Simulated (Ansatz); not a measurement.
`CN([SiH2]Cl)[SiH](O)F`, charge 0, multiplicity 1.

**Question.** Give a relaxed structure at PBE0-D4/def2-TZVP (the Gaussian-basis code of Ansatz). (Best estimate.)

**Answer.** The calculation gave: 
Z-matrix (Å, degrees):
```
C
N 1 1.466
H 1 1.092 2 111.2
H 1 1.093 2 111.7 3 121.2
H 1 1.094 2 110.4 3 -118.8
Si 2 1.715 1 119.6 3 -36.1
Si 2 1.714 1 118.9 3 139.4
Cl 6 2.076 2 111.0 1 102.9
H 6 1.479 2 108.5 1 -14.0
H 6 1.476 2 112.2 1 -139.4
O 7 1.628 2 109.3 1 -161.3
F 7 1.589 2 112.2 1 82.8
H 7 1.477 2 109.2 1 -34.6
H 11 0.960 7 118.5 2 53.0
```
This is one stationary point; other conformers may exist.
